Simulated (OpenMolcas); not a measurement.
Cu⁶⁺: effect of correlating more closed shells

```json
{"Program": "OpenMolcas 26.06", "Basis": "ANO-R1 [5s3p2d1f]", "Scalar Hamiltonian": "X2C, finite nucleus", "Active space": "5 electrons in 5 orbitals (3d)", "State averaging": "2S+1 = 6 even, 1 root; 2S+1 = 4 even, 24 roots; 2S+1 = 2 even, 75 roots", "Spin-orbit coupling": "RASSI with atomic mean-field integrals over the reference wave functions, term energies averaged over their components"}
```

Methods on the same reference wave functions:
A. CASSCF
B. MS-CASPT2, IPEA 0.25 Eh, imaginary shift 0.1 Eh (closed shells correlated: 3s 3p)
C. MS-CASPT2, IPEA 0.25 Eh, imaginary shift 0.1 Eh (closed shells correlated: 2s 2p 3s 3p)

Energies in cm⁻¹ above 3d⁵ ⁶S_5/2, the measured ground level; measured values from the list in Gamrath, thesis, University of Mons (2023).

```json
{"Level": "3d⁵ ⁶S_5/2", "A": "0.0", "B": "0.0", "C": "0.0", "Measured": "0.0"}
{"Level": "3d⁵ ⁴G_5/2", "A": "51681", "B": "49820", "C": "49830", "Measured": ""}
{"Level": "3d⁵ ⁴G_7/2", "A": "51798", "B": "49960", "C": "49970", "Measured": ""}
{"Level": "3d⁵ ⁴G_11/2", "A": "51829", "B": "50000", "C": "50010", "Measured": ""}
{"Level": "3d⁵ ⁴G_9/2", "A": "51868", "B": "50040", "C": "50050", "Measured": ""}
{"Level": "3d⁵ ⁴P_5/2", "A": "59144", "B": "54110", "C": "53890", "Measured": "50732"}
{"Level": "3d⁵ ⁴P_3/2", "A": "59453", "B": "54410", "C": "54190", "Measured": "51067"}
{"Level": "3d⁵ ⁴P_1/2", "A": "59828", "B": "54750", "C": "54520", "Measured": "51407"}
{"Level": "3d⁵ ⁴D_7/2", "A": "64242", "B": "59760", "C": "59620", "Measured": "55742"}
{"Level": "3d⁵ ⁴D_1/2", "A": "64616", "B": "60110", "C": "59980", "Measured": "56210"}
{"Level": "3d⁵ ⁴D_3/2", "A": "64903", "B": "60360", "C": "60220", "Measured": "56428"}
{"Level": "3d⁵ ⁴D_5/2", "A": "64954", "B": "60400", "C": "60250", "Measured": "56427"}
{"Level": "3d⁵ ²I_11/2", "A": "73741", "B": "72830", "C": "72950", "Measured": "67757"}
{"Level": "3d⁵ ²I_13/2", "A": "74019", "B": "73160", "C": "73280", "Measured": "67918"}
{"Level": "3d⁵ ²D_5/2(1) [60 %]", "A": "81964", "B": "75710", "C": "75450", "Measured": ""}
{"Level": "3d⁵ ²D_3/2(1)", "A": "83557", "B": "77190", "C": "76930", "Measured": "72227"}
{"Level": "3d⁵ ²F_7/2(1)", "A": "85591", "B": "79790", "C": "79560", "Measured": "74408"}
{"Level": "3d⁵ ⁴F_9/2", "A": "86476", "B": "81380", "C": "81220", "Measured": "75930"}
{"Level": "3d⁵ ⁴F_5/2 [62 %]", "A": "86702", "B": "81380", "C": "81190", "Measured": "76019"}
{"Level": "3d⁵ ⁴F_7/2", "A": "86816", "B": "81650", "C": "81480", "Measured": "76349"}
{"Level": "3d⁵ ⁴F_3/2", "A": "87527", "B": "82230", "C": "82050", "Measured": "76886"}
{"Level": "3d⁵ ²H_9/2 [73 %]", "A": "90414", "B": "86560", "C": "86470", "Measured": "80717"}
{"Level": "3d⁵ ²H_11/2", "A": "91401", "B": "87860", "C": "87790", "Measured": "81954"}
{"Level": "3d⁵ ²G_7/2(1)", "A": "93743", "B": "88900", "C": "88790", "Measured": "82746"}
```

Deviations, from unrounded energies. A percentage is the sum of absolute deviations over the sum of measured energies, with the sign that they share, or ± where signs differ.

```csv
Against measurement,Levels,A,B,C
mean absolute deviation (cm-1),18,9200,4800,4600
other terms of the ground configuration (%),18,+13.7,+7.1,+6.9
```

B, C lie about equally close to measurement and A furthest from it. The largest miss of C in the table is 3d⁵ ²G_7/2(1), by +6000 cm-1. The ranking rests on the paired levels alone, and a cruder setting can come out closer through cancelling errors.

Between B and C the level of the table that moves most is 3d⁵ ²D_3/2(1), by 260 cm-1 (lowest in C, highest in B). Moves below CASPT2's spread within the term are not significant.

The mean deviations of B to C differ by less than CASPT2's widest spread within a term (640 cm-1), so their order carries little weight.

From A to B the spin-free energies of the other terms of 3d⁵ shown, above ⁶S, scale by factors of 0.91 to 0.99.

The lowest spin-free term lies below A's lowest term by 0.204 hartree in B, 0.217 hartree in C.

What an inner shell adds also hangs on whether the basis holds functions to correlate it.

CASPT2 does not keep the components of a term degenerate, so their means are used; among the terms shown or strongly mixed into the levels shown the widest spread is 640 cm-1 (3d⁵ ⁴F, C). The basis is small and was not contracted for so high a charge. Without dynamic correlation excited terms often stand tens of per cent too high (terms of higher spin than the ground term too low), and those without a measured partner can miss by more than the paired ones (holds for A). Some levels mix across a computed gap that differs much from the measured one, so their mixing is not that of the real levels (holds for A). Blocks of more than 70 roots (2S+1 = 2 even) ran without multistate coupling (holds for B; C). Measured partners are found by configuration, term and J. A level has none where our copy of the source lacks it or the pairing is in doubt (some pairs that miss far off the trend of their configuration count as doubtful), and it then counts in no deviation. Levels of configurations outside the active space are missing. The table leaves out levels that lie high or whose names do not pair safely across all columns.

A share in square brackets marks a mixed level and gives the weight of the term that names it, the lowest over the columns. A number in round brackets counts repeated terms of one configuration in the order of the reference energies.
